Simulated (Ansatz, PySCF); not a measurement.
Process, species as SMILES: Br[Se]Br -> Br[Se]Br as doublet, charge -1 (an electron is taken up)
Each molecule is optimised on its own at B3LYP-D3(BJ)/def2-TZVP (Ansatz, an electronic-structure program).
Geometry of the first species:
```
Se
Br 1 2.3360
Br 1 2.3360 2 102.92
```
Charge 0, spin multiplicity 1.

Quantity: adiabatic electron affinity (0 K, with B3LYP-D3(BJ) harmonic zero-point energies from PySCF), positive where the reaction releases energy, in eV. Cores are frozen in the correlated levels unless marked. UHF or UKS for open shells. Spin-orbit coupling is left out. The frozen core is the preceding noble-gas configuration, with the filled d and f shells of earlier blocks. Non-relativistic. Anions need diffuse functions: aug- sets have them; def2-D sets add few; the other sets have none. CBS(X,Y): correlation extrapolated as X^-3; Hartree-Fock from the larger set. The bracket is a focal-point correction in the basis named.

```tsv
level	program	adiabatic electron affinity (eV)
HF/6-31G	Ansatz	3.24
HF/aug-cc-pVQZ	Ansatz	2.20
```

Task: Estimate the value at RI-MP2/CBS(aug-cc-pVTZ,aug-cc-pVQZ)+[CCSD(T)-MP2]/aug-cc-pVTZ as computed with Ansatz.

Result: 2.43 eV, so HF/aug-cc-pVQZ differs from it by -0.23 eV.
